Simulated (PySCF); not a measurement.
Structure with atom numbers: `[CH2:1]=[CH:2][C:3](=[CH2:4])/[CH:5]=[CH:6]\[CH3:7]` (H(Xn): hydrogen on atom n). Ha(C4) is cis to C2; Ha(C1) is cis to C3; Hb(C4) is trans to C2; Hb(C1) is trans to C3.

GIAO PBE0/pcSseg-1 shifts (PySCF, gas phase, non-relativistic, equivalent atoms averaged), each against references optimised in the same way as the molecule (TMS).

On the GFN2-xTB geometry: C3 153.0, C2 145.3, C6 139.5, C5 134.0, C1 124.9, C4 124.4, C7 20.1, H(C2) 6.69, H(C5) 6.45, H(C6) 6.07, Ha(C1) 5.62, Ha(C4) 5.55, Hb(C1) 5.50, Hb(C4) 5.32, H(C7) 1.69 ppm.

Question: What changes on the PBE0-D3(BJ)/def2-SVP geometry?

Answer: 
| atoms | δ (ppm) | change |
| --- | --- | --- |
| C3 | 152.5 | -0.5 |
| C2 | 145.7 | +0.4 |
| C6 | 140.0 | +0.5 |
| C5 | 134.4 | +0.4 |
| C1 | 124.8 | -0.1 |
| C4 | 126.3 | +1.9 |
| C7 | 18.8 | -1.3 |
| H(C2) | 6.47 | -0.22 |
| H(C5) | 6.27 | -0.18 |
| H(C6) | 5.88 | -0.19 |
| Ha(C1) | 5.48 | -0.14 |
| Ha(C4) | 5.51 | -0.04 |
| Hb(C1) | 5.44 | -0.06 |
| Hb(C4) | 5.28 | -0.04 |
| H(C7) | 1.63 | -0.06 |

Bonds between heavy atoms that differ most (equivalent bonds averaged): C5–C6 1.326 → 1.340 Å, C1–C2 1.327 → 1.339 Å, C3–C4 1.335 → 1.347 Å, C2–C3 1.459 → 1.468 Å, C3–C5 1.477 → 1.486 Å. Mean change of bonds to hydrogen: C–H +0.014 Å.
